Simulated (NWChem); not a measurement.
C₂H₄AlF; SMILES [CH]([AlH][F])=C

```xyz
8

Al    -0.3821     0.5831     0.0000
H     -1.9735     0.6422     0.0000
F      0.4516     2.0439     0.0000
C      0.5795    -1.1033     0.0000
C     -0.1346    -2.2532     0.0000
H      1.6826    -1.1872     0.0000
H      0.3362    -3.2542     0.0000
H     -1.2414    -2.2557     0.0000
```
Atoms are numbered in this order, from 1.

All runs: NWChem. Pople sets run with spherical d functions. Geometry: optimised at PBE-D3(BJ)/def2-SVP. B3LYP is NWChem's, with the RPA form of VWN correlation. Vzz is the largest principal value of the second derivative of the potential at the nucleus (NWChem prints the opposite sign); η is the asymmetry. Non-relativistic.

| level | Vzz Al1 (a.u.) | η Al1 |
|---|---|---|
| B3LYP/cc-pVTZ | 1.266 | 0.36 |
| B3LYP/6-31G* | 0.919 | 0.34 |
| Hartree-Fock/def2-SVP | 1.032 | 0.43 |
| Hartree-Fock/def2-TZVP | (withheld) | 0.39 |

### Question
Some entries are withheld; supply them.

### Answer

- Hartree-Fock/def2-TZVP, Vzz Al1 (a.u.): 1.279
